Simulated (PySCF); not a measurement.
Species: C₆H₈FN.
InChI=1S/C6H8FN/c1-6(2-4-7)3-5-8/h3H,2,4H2,1H3/b6-3+

Method used: TDDFT CAM-B3LYP/def2-SVPD, vertical, gas phase, core orbitals frozen in the response (PySCF 2.14.0, density-fitted response routines). The structure is a single GFN2-xTB conformer in the gas phase; no vibrational or solvent corrections. Torsions of this conformer, `[CH3:1]/[C:2](=[CH:3]\[C:4]#[N:5])[CH2:6][CH2:7][F:8]`: C1–C2–C6–C7 -91°, C2–C6–C7–F8 -66°.

Each state is given a Gaussian of 0.4 eV full width at half maximum, with ε(max) = 2.175×10⁸ f / Δν̃ (Δν̃ the width in cm⁻¹). The width is an assumption, not a result. The curve ends short of the highest state used, and states not computed would add to its high-energy end.

| E (eV) | ε (L mol⁻¹ cm⁻¹) |
| --- | --- |
| 5.51 | 57 |
| 5.60 | 325 |
| 5.69 | 1389 |
| 5.79 | 5017 |
| 5.88 | 11852 |
| 5.97 | 21146 |
| 6.06 | 28493 |
| 6.15 | 28995 |
| 6.24 | 22287 |
| 6.34 | 11979 |
| 6.43 | 5116 |
| 6.52 | 1694 |
| 6.61 | 498 |
| 6.70 | 219 |
| 6.80 | 201 |
| 6.89 | 218 |
| 6.98 | 204 |
| 7.07 | 156 |
| 7.16 | 109 |
| 7.25 | 115 |
| 7.35 | 240 |
| 7.44 | 477 |
| 7.53 | 761 |
| 7.62 | 965 |

Problem. Where are the band maxima, and which computed states make them?

Solution. 203 nm (6.11 eV), ε about 30000, made up of S1 (100%); 180 nm (6.90 eV), ε about 220, made up of S2 (14%) and S3 (86%) (ε in L mol⁻¹ cm⁻¹; maxima over ε = 5, shares over 10%). At its high-energy end, 7.62 eV, the curve is still rising (ε about 960, from S5). The states used: S1 6.11 eV (f 0.442); S2 6.67 eV (f 0.0012); S3 6.94 eV (f 0.0029); S4 7.40 eV (f 0.0003); S5 7.64 eV (f 0.013); S6 8.10 eV (f 0.032); S7 8.15 eV (f 0.030); S8 8.22 eV (f 0.017).

Problem. Does any computed singlet lie in the visible range?

Solution. No computed singlet lies in the visible range (380 to 750 nm); the lowest, at 203 nm, stands 2.85 eV above its violet end (3.26 eV).

Problem. On this curve, what absorbance would a 10⁻⁴ mol/L sample give at 222 nm over a 1 cm path?

Solution. 222 nm is 5.585 eV, where ε is about 250 L mol⁻¹ cm⁻¹, so A = ε c l ≈ 0.025 (Beer–Lambert, with the gas-phase spectrum and the assumed width).

Problem. What would ε be at 6.11 eV, the highest of these maxima, with half the width (0.2 eV)?

Solution. About 59600 L mol⁻¹ cm⁻¹ against 29800, a factor of about 2.00; a lone state at its own centre would give exactly 2.

On an Arm Neoverse N1 with one thread, no GPU, shared host with 64 logical CPUs at a one-minute load of 55, this took 1.7 min wall (with the writing of density and orbital grids) and 1.0 GiB of memory at its peak.
